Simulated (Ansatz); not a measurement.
Reaction (germylene formation by 1,1-elimination): `F[CH2][GeH2][Br]` → `CF` + `[GeH][Br]`

Gas-phase electronic energies from Ansatz, PBE0-D4/def2-TZVP geometries. CCSD(T)/CBS adds triple-zeta CCSD(T) − MP2 to the extrapolated MP2 energy (def2 sets, frozen cores). This one scheme is used for every species. Functionals use def2-TZVPP. For Br, Ge outer-core shells are correlated without core-valence functions, which leaves a few kJ/mol of doubt a bond. Scalar relativity is left out up to krypton. Each species was taken in one conformer, which may not be the lowest.

CCSD(T)/CBS gives +86.0 kJ/mol.

Another level gave +70.6 kJ/mol. Which?
A. PBE/def2-TZVPP
B. PBE0-D4/def2-TZVPP
C. BLYP-D4/def2-TZVPP
D. CCSD(T)/def2-TZVPP

A. PBE 70.6, PBE0-D4 90.1, CCSD(T)/def2-TZVPP 94.8, BLYP-D4 51.5 kJ/mol.

Largest T1 diagnostic among the species: 0.011.

From PBE to PBE0 (25 % exact exchange), in def2-TZVPP and without D4, ΔE moves by +13.3 kJ/mol. The D4 term adds +11.5 kJ/mol with B3LYP and +6.3 kJ/mol with PBE0; it sums over pairs of atoms, weighted by their polarisabilities, and B3LYP, whose exchange is more repulsive, gets the larger term.

B3LYP here is the variant with VWN-RPA as its local correlation; programs differ in this.
